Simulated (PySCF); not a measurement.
H₄O₂Zr, multiplicity 1. Atoms are numbered in the order given.

```xyz
7

Zr     0.0000     0.0000    -0.2909
O     -1.6245     0.0000     0.7147
H     -2.2490     0.0000     1.4390
O      1.6245     0.0000     0.7147
H      2.2490     0.0000     1.4390
H      0.0000    -1.5487    -1.3377
H      0.0000     1.5487    -1.3377
```

Geometry: r2SCAN-D4/def2-TZVP. The multiplicity is an assumed one; no other spin state was optimised. The structure was generated by enumeration; whether it is a known compound was not checked. The def2 effective core potentials stand for the cores of Zr; spin–orbit coupling is left out. One conformer was computed; it need not be the lowest.

All values below come from r2SCAN/def2-TZVPD (PySCF).

Mulliken values depend strongly on the basis, most of all with diffuse functions as here. ESP charges are fitted to the potential on shells at 1.4 to 2.0 van der Waals radii. Atomic charges (e):

```csv
atom,Mulliken,ESP fit
Zr1,1.34,1.41
O2,-0.72,-0.84
H3,0.28,0.48
O4,-0.72,-0.84
H5,0.28,0.48
H6,-0.23,-0.34
H7,-0.23,-0.34
```
